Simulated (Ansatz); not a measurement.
Basis sets compared for Cd6CuTe6Cl2. The state is a doublet with charge 0. Geometry PBE-D4/def2-SVP. Ansatz on 2 threads of AMD EPYC 7R13 on a shared host and a share (18 GiB) of an NVIDIA H100 80GB HBM3; times are rough, and most runs start from earlier orbitals.

| atom | x (Å) | y (Å) | z (Å) |
| --- | --- | --- | --- |
| Cd1 | 1.851 | 2.090 | -2.306 |
| Cd2 | -0.833 | -0.580 | 3.655 |
| Cd3 | 0.491 | 0.899 | 1.186 |
| Cu4 | -1.805 | 0.742 | -0.655 |
| Cd5 | -0.591 | -0.395 | -2.881 |
| Cd6 | -1.606 | -1.893 | 0.496 |
| Cd7 | 2.480 | -0.903 | -1.421 |
| Te8 | -2.537 | 0.950 | 1.850 |
| Te9 | -0.231 | 2.841 | -0.715 |
| Te10 | 1.852 | -0.148 | -4.076 |
| Te11 | -2.435 | -2.681 | 3.064 |
| Te12 | 1.292 | -1.838 | 0.829 |
| Te13 | -2.928 | -1.281 | -1.914 |
| Cl14 | 1.117 | 0.949 | 3.813 |
| Cl15 | 3.885 | 1.246 | -0.924 |

In the def2 sets Cd, Te take a core potential; there is no spin–orbit coupling. Single mean-field runs in def2-SVP, def2-TZVP are fitted with def2-universal-jkfit. No other spin state of charge 0 was run.

Binding counts from free atoms (Cd singlet, Cu doublet, Te triplet, Cl doublet) in the same basis, without a counterpoise term.

```
           level  functions  energy (Eh)  HOMO (eV)  LUMO (eV)  binding per atom (eV)  wall time
 PBE-D4/def2-SVP        409   -5174.9728      -5.06      -4.53                   2.08      5.5 s
PBE0-D4/def2-SVP        409   -5175.1075      -6.02      -3.95                   2.03        9 s
```

Q: Estimate the rows for PBE-D4/def2-TZVP, PBE0-D4/def2-TZVP (with forces).

A: 
| level | functions | energy (Eh) | HOMO (eV) | LUMO (eV) | binding per atom (eV) | wall time |
| --- | --- | --- | --- | --- | --- | --- |
| PBE-D4/def2-TZVP | 659 | -5175.8374 | -5.08 | -4.52 | 2.00 | 10 s |
| PBE0-D4/def2-TZVP (with forces) | 659 | -5175.9487 | -5.99 | -3.90 | 1.98 | 21 s |
